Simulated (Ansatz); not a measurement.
Compare A (`N[SiH2][SiH](F)S`) with its isomer B (`N[SiH2]S[SiH2]F`).

Calculated with Ansatz (gas phase, PBE0-D4/def2-TZVP geometries, no zero-point term in ΔE). CBS: MP2 limit from def2 TZ/QZ plus the TZ coupled-cluster correction, frozen cores. DFT in def2-TZVPP. B3LYP here is the variant with VWN-RPA as its local correlation; programs differ in this. One conformer a species, not always the lowest.

(1) Which isomer does CCSD(T)/CBS put lower? Give the gap. (Estimate.)

(2) Give E(B) − E(A) in kcal/mol with r2SCAN-D4, PBE0-D4, CCSD(T)/def2-TZVPP, PBE-D4, MP2/def2-TZVPP, B3LYP, CCSD/def2-TZVPP. (An estimate is asked.)

Largest T1 diagnostic: 0.012.

Results:

(1) The calculation gave: B, by 19.8 kcal/mol.

(2) Ansatz gave: r2SCAN-D4 -18.9, PBE0-D4 -17.4, CCSD(T)/def2-TZVPP -19.3, PBE-D4 -16.0, MP2/def2-TZVPP -21.6, B3LYP -18.3, CCSD/def2-TZVPP -19.4. None reverses the order clearly.

From PBE to PBE0 (25 % exact exchange), in def2-TZVPP and without D4, E(B) − E(A) moves by −1.5 kcal/mol.
